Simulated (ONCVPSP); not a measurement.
**Which change was made? (O, ONCV)**

O, optimised norm-conserving Vanderbilt (ONCV), made with ONCVPSP 4.0.1 (PBE, non-relativistic). Core [He], reference 2s2 2p4. Waves: 2s: rc 0.70 bohr, ncon 4, nbas 7, qcut 9.3 1/bohr, 2 projectors, debl 3.9 Ha; 2p: rc 2.15 bohr, ncon 4, nbas 7, qcut 5.4 1/bohr, 2 projectors, debl 0.7 Ha. Local part: polynomial inside 0.70 bohr (lpopt 5, dvloc0 0 Ha). Core correction: Teter function fitted to the true core (icmod 2), fcfact 0.15.

Cutoffs, loose and tight: the cutoffs (Ha) at which the residual kinetic energy of the hardest occupied pseudo-wave falls to 1 and 0.1 mHa per electron. They do not see the model core or the augmentation charge, which bear on the density cutoff. Test errors are all-electron minus pseudo excitation energies from the reference, over the configurations 2s2 2p3; 2s2 2p2; 2s2 2p1; 2s1 2p4; variants that change the core or the reference have their own tests. The largest error is taken over the tests solved by every variant that gives reliable tests at all, those not shown here included: 2s1 2p4; 2s2 2p2; 2s2 2p3.

The base gives: outcome: generated; cutoff, loose: 41 Ha; cutoff, tight: 80 Ha; bound ghosts: none; GHOST(+) flags above zero: none; largest test error (meV): +1352.

Q: After one change the result is: outcome: generated; cutoff, loose: 42 Ha; cutoff, tight: 72 Ha; bound ghosts: s; GHOST(+) flags above zero: none; largest test error (meV): +773. Which change was it?
A. s: qcut 6.9; p: qcut 4
B. s: qcut 12.4; p: qcut 7.2
C. s: qcut 6.2; p: qcut 3.6
D. s: qcut 13.6; p: qcut 7.9

A: D. The others give: s: qcut 6.9; p: qcut 4 → outcome: generated; cutoff, loose: 96 Ha; cutoff, tight: 209 Ha; bound ghosts: none; GHOST(+) flags above zero: s; largest test error (meV): +2027 | s: qcut 12.4; p: qcut 7.2 → outcome: generated; cutoff, loose: 43 Ha; cutoff, tight: 55 Ha; bound ghosts: none; GHOST(+) flags above zero: none; largest test error (meV): +909 | s: qcut 6.2; p: qcut 3.6 → outcome: generated; cutoff, loose: 159 Ha; cutoff, tight: 222 Ha; bound ghosts: none; GHOST(+) flags above zero: s; largest test error (meV): +2278.
